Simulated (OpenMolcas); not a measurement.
## Multiplet structure of O5+

- Program: OpenMolcas 26.06
- Method: XMS-CASPT2, IPEA 0.25 Eh, imaginary shift 0.1 Eh (closed shells correlated: 1s)
- Basis: ANO-RCC-VTZP [4s3p2d1f]
- Scalar Hamiltonian: DKH2, point nucleus
- Active space: 1 electron in 4 orbitals (2s 2p)
- State averaging: 2S+1 = 2 even, 1 root; 2S+1 = 2 odd, 3 roots
- Spin-orbit coupling: state interaction with AMFI integrals over the reference wave functions, term energies averaged over their components

With spin-orbit coupling, above the lowest level:

| Configuration | Term | J | E (cm-1) | Measured (cm-1) | Term weight % |
| --- | --- | --- | --- | --- | --- |
| 2s | 2S | 1/2 | 0.0 | 0.0 | 100 |
| 2p | 2P* | 1/2 | 97570 | 96375 | 100 |
| 2p | 2P* | 3/2 | 98054 | 96908 | 100 |

Against the 2 measured excited levels shown (Moore, Selected Tables of Atomic Spectra, NSRDS-NBS 3, section 8) the mean absolute deviation is 1200 cm-1; the largest miss in energy is 2p 2P* 1/2: computed 97570, measured 96375 cm-1 (+1.2 %).

With one active electron, CASPT2 adds the correlation within the correlated inactive shells and between them and that electron, and leaves the splitting within a term as the reference gives it. Measured partners are found by configuration, term and J. A level has none where our copy of the source lacks it or the pairing is in doubt (some pairs that miss far off the trend of their configuration count as doubtful), and it then counts in no deviation. Only configurations of the active space appear.

The term weight is that of the spin-free term in the level, not the purity of its configuration. * marks odd parity.
